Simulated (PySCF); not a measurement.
Cr²⁺ (chromium, charge +2) across methods

[Ar] 3d4, high-spin 5D determinant. All numbers are calculated (PySCF 2.14, no relativity, point nucleus, in aug-cc-pVTZ with one added diffuse shell each of s, p, d, f, g type (9s8p6d4f3g, 118 functions)).

| method | E (hartree) | mean ε 3p α (eV) | mean ε 3p β (eV) | mean ε 3d α (eV) | Σ⟨r²⟩ (bohr²) | ⟨S²⟩ |
| --- | --- | --- | --- | --- | --- | --- |
| wB97X | -1043.584 | -73.574 | -68.659 | -28.723 | 16.34 | 6.001 |
| PBE | -1043.322 | -67.522 | -63.493 | -24.309 | 16.60 | 6.000 |
| LDA | -1041.281 | -67.470 | -63.612 | -24.464 | 16.62 | 6.000 |
| TPSS | -1043.603 | -67.920 | -63.694 | -24.222 | 16.54 | 6.000 |
| r2SCAN | -1043.547 | -69.225 | -64.118 | -24.608 | 16.41 | 6.001 |
| TPSSh | -1043.595 | -69.545 | -64.764 | -25.122 | 16.47 | 6.000 |
| UHF | -1042.58285 | -83.320 | -73.000 | -32.635 | 16.16 | 6.001 |

Estimate the same row for PBE0.

E (hartree) = -1043.372; mean ε 3p α (eV) = -71.687; mean ε 3p β (eV) = -66.231; mean ε 3d α (eV) = -26.547; Σ⟨r²⟩ (bohr²) = 16.43; ⟨S²⟩ = 6.000.
